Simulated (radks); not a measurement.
Values are calculated unless marked as measured or tabulated.
Neutral samarium inside a hard spherical wall (all orbitals vanish at R), configuration held at [Xe] 4f6 6s2 and not refilled when levels cross. Code: a radial shooting solver on a logarithmic mesh with Libxc functionals. Model: scalar-relativistic Kohn-Sham, r2SCAN, spin-polarised, spherical densities, finite nucleus; open shells are filled with parallel spins first (spin-orbit coupling, left out, can overturn this in heavy ions); meta-GGA in the generalised Kohn-Sham scheme; Fermi nuclear charge, rms radius 5.0819 fm. Eigenvalues in eV for spin up, with the zero of energy where the potential of the charges vanishes at infinity; a dash marks a level that is unbound or too diffuse for the functional's potential to be trusted. A positive occupied level is held by the wall or, in an anion where self-interaction has pushed it up, behind a barrier. The pressure on the wall is -dE/dV.

R (bohr),E (hartree),kinetic (hartree),e(5s),e(5p),e(4f),e(6s),"e(5d, empty)","e(6p, empty)",pressure (GPa)
free,-10427.9245,11146.060,-45.756,-24.910,-3.926,-3.783,-,-,0
12,-10427.9240,11146.066,-45.707,-24.861,-3.878,-3.747,-1.780,-1.038,0.00871
8,-10427.9012,11146.207,-44.905,-24.073,-3.085,-3.054,-1.074,0.201,0.763
4,-10426.8738,11150.101,-37.467,-17.008,4.925,12.768,7.775,23.009,183
3,-10423.8714,11161.135,-26.957,-5.954,17.684,47.279,23.496,65.310,1630
2.5,-10418.6337,11178.981,-13.276,9.810,33.360,96.236,45.269,121.00,6220
2,-10403.4685,11226.495,20.709,49.951,65.216,212.06,97.838,247.12,30200
